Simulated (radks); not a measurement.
Values are calculated unless marked as measured or tabulated.
Q: These are the eigenvalues of the occupied orbitals of an atom or ion with whole-number occupations (eV). Code: a radial shooting solver on a logarithmic mesh with Libxc functionals. Model: scalar-relativistic Kohn-Sham, BLYP, spin-polarised, spherical densities, finite nucleus; Fermi nuclear charge, rms radius of each element as measured or else 0.836 A^(1/3) + 0.57 fm.

| orbital | eigenvalue |
|---|---|
| 1s down | -59580.74 |
| 1s up | -59580.72 |
| 2s up | -10298.05 |
| 2s down | -10297.98 |
| 2p up | -9129.053 |
| 2p down | -9129.007 |
| 3s up | -2543.254 |
| 3s down | -2540.312 |
| 3p up | -2189.105 |
| 3p down | -2186.170 |
| 3d up | -1751.185 |
| 3d down | -1748.943 |
| 4s up | -732.8016 |
| 4s down | -726.9382 |
| 4p up | -615.0522 |
| 4p down | -609.3257 |
| 4d up | -458.2348 |
| 4d down | -452.6179 |
| 4f up | -282.6936 |
| 4f down | -277.0760 |

Which element is it, and in what charge state? The configuration may be excited. Open shells, if any, are filled with parallel spins first.

A: Z = 69, thulium, charge +14: Tm14+ in [Kr] 4d10 4f9. The list shows which subshells hold electrons but not how many an open one holds; the 1s level, -2189.6 hartree, gives Z - s = 66.2 by -(Z - s)^2/2, which with screening and relativity narrows Z to a few neighbours, and the depths of the outer levels then fix element, charge and occupations together.
